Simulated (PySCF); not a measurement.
Can point charges reproduce the dipole moment of `CC#CPCCC`?

Coordinates (GFN2-xTB, Å) and charges (e) from the PBE0/pcSseg-1 density (PySCF):

| atom | x | y | z | Mulliken | IAO | Hirshfeld | ESP-fitted |
| --- | --- | --- | --- | --- | --- | --- | --- |
| C1 | 3.588 | -0.430 | -0.065 | -0.1731 | -0.4372 | -0.0951 | -0.5847 |
| C2 | 2.282 | 0.024 | 0.359 | -0.2974 | -0.0264 | -0.0392 | +0.1097 |
| C3 | 1.195 | 0.357 | 0.757 | -0.2838 | -0.3232 | -0.1405 | -0.1580 |
| P4 | -0.401 | 0.984 | 1.170 | +0.3247 | +0.3969 | +0.1479 | -0.1929 |
| C5 | -1.361 | -0.607 | 0.930 | -0.4388 | -0.4203 | -0.1069 | -0.0758 |
| C6 | -1.504 | -0.978 | -0.543 | -0.2697 | -0.2465 | -0.0693 | +0.1935 |
| C7 | -2.259 | 0.085 | -1.329 | -0.2837 | -0.4192 | -0.1222 | -0.1375 |
| H8 | 3.517 | -0.886 | -1.053 | +0.1497 | +0.1733 | +0.0621 | +0.2041 |
| H9 | 4.277 | 0.413 | -0.114 | +0.1508 | +0.1730 | +0.0616 | +0.1995 |
| H10 | 3.979 | -1.166 | 0.638 | +0.1502 | +0.1717 | +0.0608 | +0.1914 |
| H11 | -0.241 | 0.800 | 2.556 | +0.0631 | -0.0160 | -0.0111 | +0.1145 |
| H12 | -2.349 | -0.457 | 1.375 | +0.1393 | +0.1394 | +0.0382 | +0.0889 |
| H13 | -0.856 | -1.411 | 1.473 | +0.1554 | +0.1456 | +0.0372 | +0.0131 |
| H14 | -2.029 | -1.934 | -0.619 | +0.1246 | +0.1356 | +0.0388 | -0.0506 |
| H15 | -0.508 | -1.110 | -0.976 | +0.1336 | +0.1366 | +0.0307 | -0.0063 |
| H16 | -1.724 | 1.032 | -1.285 | +0.1329 | +0.1408 | +0.0288 | +0.0354 |
| H17 | -2.359 | -0.207 | -2.373 | +0.1164 | +0.1414 | +0.0411 | +0.0294 |
| H18 | -3.254 | 0.231 | -0.913 | +0.1060 | +0.1344 | +0.0371 | +0.0263 |

Task: Form Σ q r in debye for every column and set it beside the full dipole.

Result: The full density gives (0.68, -1.48, -0.21) D, 1.64 D in size; dipole vectors point from the negative to the positive end.

```csv
scheme,μx,μy,μz,size (D),share of the full size (%),angle to the full dipole (°)
Mulliken,-0.01,0.30,-0.30,0.42,26,123
IAO,-0.28,0.44,-0.22,0.56,34,149
Hirshfeld,0.53,-0.01,-0.08,0.54,33,64
ESP-fitted,0.67,-1.42,-0.21,1.58,96,1
```

Task: Which set comes closest?

Result: Length of the difference vector: ESP-fitted 0.06 D, Hirshfeld 1.49 D, Mulliken 1.90 D, IAO 2.15 D. Closest: ESP-fitted. ESP charges are fitted to the potential around the molecule, whose slowest-falling term is the dipole's. The schemes that divide the density aren't constrained to reproduce the dipole.

Task: What is left for the Hirshfeld atoms' own dipoles?

Result: The shares of the density sum to the whole, so what Σ q r misses lies in dipoles about the nuclei. The atomic dipoles sum to (0.68, -1.48, -0.21) − (0.53, -0.01, -0.08) = (0.15, -1.47, -0.13) D, 1.49 D in size.

Task: With the origin at the mean of the coordinates, (0.000, -0.292, -0.001) Å, which are the largest single terms, by size, of the Hirshfeld dipole along the direction of the full one?

Result: P4 -1.04, C1 -0.74, H10 +0.69, C7 +0.65, H8 +0.63 D; all 18 atoms together +0.24 D. The single terms depend on the origin, their sum doesn't.

Task: Give the size of the full dipole in other units.

Result: 1.64 D = 0.646 au = 0.342 e·Å = 5.47 × 10⁻³⁰ C·m.

One conformer (not necessarily the lowest) at the GFN2-xTB geometry, without solvent, vibrations or thermal averaging.

The run behind these numbers computed NMR shieldings as well. Time: 24 s wall; peak memory 0.82 GiB. Hardware: an Arm Neoverse V1 with one thread, shared host with 64 logical CPUs at a one-minute load of 24.

The values belong to the conformer `[CH3:1][C:2]#[C:3][PH:4][CH2:5][CH2:6][CH3:7]`: C3–P4–C5–C6 -72°, P4–C5–C6–C7 -61°.
